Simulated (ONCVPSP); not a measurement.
Before and after: ONCV potential for Cu

Cu, optimised norm-conserving Vanderbilt (ONCV), made with ONCVPSP 4.0.1 (PW91, scalar-relativistic). Core [Ne], reference 3s2 3p6 3d8 (charge +3). Waves: 3s: rc 0.90 bohr, ncon 4, nbas 8, qcut 15.1 1/bohr, 2 projectors, debl 2 Ha; 3p: rc 1.10 bohr, ncon 4, nbas 7, qcut 15.8 1/bohr, 2 projectors, debl 1.6 Ha; 3d: rc 0.90 bohr, ncon 4, nbas 9, qcut 19.9 1/bohr, local. Local part: the d channel. Core correction: Teter function, fcfact 2.5, rcfact 1.25.

In the s channel the program set the typed energies aside and used -5.907, 0.250 Ha. In the p channel the program set the typed energies aside and used -4.333, 0.250 Ha.

Change: all radii but the core radius scaled by about 1.24 (s 1.12, p 1.36, d 1.12 bohr).

Cutoffs: the cutoffs (Ha) at which the residual kinetic energy of the hardest occupied pseudo-wave falls to 1 and 0.1 mHa per electron; they do not see the model core or the augmentation charge, which bear on the density cutoff. Errors are all-electron minus pseudo energies relative to the spin-unpolarised reference configuration.

Question: How do hardness, ghosts and transferability respond?

Answer: The potential gets softer (135 Ha and 154 Ha → 100 Ha and 114 Ha); both files keep a bound ghost (s); the number of tests with a reliable result goes from 4 to 3; of the 3 tests that both files solve, the error grows in 2 and shrinks in 1 by more than 15 % and 0.3 meV (median size 11.3 → 12.2 meV). A larger radius leaves more room for a smooth pseudo-wave, so fewer plane waves are needed.

```tsv
quantity	base	changed
cutoff, loose	135 Ha	100 Ha
cutoff, tight	154 Ha	114 Ha
loose cutoff by channel	s 77 Ha, p 45 Ha, d 135 Ha	s 65 Ha, p 46 Ha, d 100 Ha
bound ghosts	s	s
GHOST(+) flags under 300 eV	none	none
tests with a reliable result	4 of 4	3 of 4
error for 3s2 3p6 3d10, meV [ΔE -60.57 eV]	-11	-48
error for 3s2 3p6 3d9, meV [ΔE -39.13 eV]	-1.7	-12
error for 3s1 3p6 3d10 4s1, meV [ΔE 53.48 eV]	+13	+7.7
rms error of d²Exc/dni dnj with the model core, mHa	2.31	2.32
```

 A true bound ghost makes a file unfit for plane-wave use even where its test errors are small: the radial tests pick states by their node count and pass the ghost by.
